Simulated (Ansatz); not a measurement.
System: AlPH$_{4}$, charge 0, singlet. AlPH4 (SMILES [AlH2][PH2]).
B3LYP-D3(BJ)/def2-TZVP minimum from Ansatz (a first-principles code):
```xyz
6

Al     0.1216    -0.3386    -1.1430
H     -0.9642     0.1006    -2.2035
H      1.3287    -1.2721    -1.5529
P     -0.1724     0.2318     1.0968
H     -0.5546     1.5719     0.8330
H      1.1958     0.5241     1.3296
```

Property: atomisation energy (electronic, to ground-state atoms), in kcal/mol. Radicals and triplets start from unrestricted determinants; spin-orbit coupling is neglected. CBS(X,Y): correlation extrapolated as X^-3, Hartree-Fock from the larger set (Q,5: extrapolated as (X+1)exp(-9√X)). A bracket is a step between two methods taken in the basis named. Functionals run without relativity, which enters their misses. Double hybrids freeze cores in their MP2 part. '+ core + X2C': CCSD(T) terms for core correlation (cc-pwCVTZ, 1s frozen past Ne) and scalar relativity (cc-pVTZ-DK). For partners of very few electrons the exact lower level stands in for a higher one.

CCSD(T)/CBS(cc-pV(Q+d)Z,cc-pV(5+d)Z) + [CCSDT(Q) - CCSD(T)]/cc-pV(T+d)Z + core + X2C (Ansatz) gives 353.5 kcal/mol.

### Question
What does PBE/def2-TZVPD (Ansatz) give here, and how do the other levels compare?

### Answer
PBE gives 347.4 kcal/mol, 6.1 kcal/mol below it. Differences of the others: r2SCAN/def2-TZVPD (Ansatz) -0.2; B3LYP/def2-TZVPD (Ansatz) -0.9; PBE0/def2-TZVPD (Ansatz) -7.2; wB97M-V/def2-TZVPD (Ansatz) 3.6; B2PLYP/def2-TZVPD (Ansatz) -6.6; CCSD(T)/CBS(cc-pV(Q+d)Z,cc-pV(5+d)Z) + core + X2C (Ansatz) -0.2 kcal/mol. Nearer than PBE: r2SCAN/def2-TZVPD, B3LYP/def2-TZVPD, wB97M-V/def2-TZVPD, CCSD(T)/CBS(cc-pV(Q+d)Z,cc-pV(5+d)Z) + core + X2C.
